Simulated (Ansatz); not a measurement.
Start from `C[SiH](C)[AlH][Cl]` and change one atom or group to get `C[SiH](C)O[SiH3]`.

Ansatz, PBE0-D4/def2-TZVP geometries, multiplicity 1. Each molecule was computed in one conformer, which needn't be the lowest.

```json
{"property": "LUMO energy (PBE/def2-TZVPP) / eV", "`C[SiH](C)[AlH][Cl]`": "-2.51"}
{"property": "HOMO energy (ωB97M-V/def2-TZVPP) / eV", "`C[SiH](C)[AlH][Cl]`": "-9.20"}
{"property": "HOMO–LUMO gap (PBE0/def2-TZVPP) / eV", "`C[SiH](C)[AlH][Cl]`": "5.44"}
{"property": "size of the dipole moment (PBE/def2-TZVPP) / D", "`C[SiH](C)[AlH][Cl]`": "2.12"}
{"property": "LUMO energy (PBE0/def2-TZVPP) / eV", "`C[SiH](C)[AlH][Cl]`": "-1.77"}
{"property": "HOMO energy (PBE0/def2-TZVPP) / eV", "`C[SiH](C)[AlH][Cl]`": "-7.22"}
```

Q: What does the change do to each property? (An estimate is asked.)

A: Computed: 
```csv
property,`C[SiH](C)O[SiH3]`,shift
LUMO energy (PBE/def2-TZVPP) / eV,-0.58,1.93
HOMO energy (ωB97M-V/def2-TZVPP) / eV,-10.57,-1.37
HOMO–LUMO gap (PBE0/def2-TZVPP) / eV,8.58,3.14
size of the dipole moment (PBE/def2-TZVPP) / D,0.97,-1.15
LUMO energy (PBE0/def2-TZVPP) / eV,0.28,2.05
HOMO energy (PBE0/def2-TZVPP) / eV,-8.29,-1.07
```

With PBE0 the HOMO falls by 1.07 eV and the LUMO rises by 2.05 eV, so the gap widens by about 3.12 eV. PBE moves the HOMO by -0.79 eV and ωB97M-V by -1.37 eV. Dipoles are sizes alone; their direction can turn.
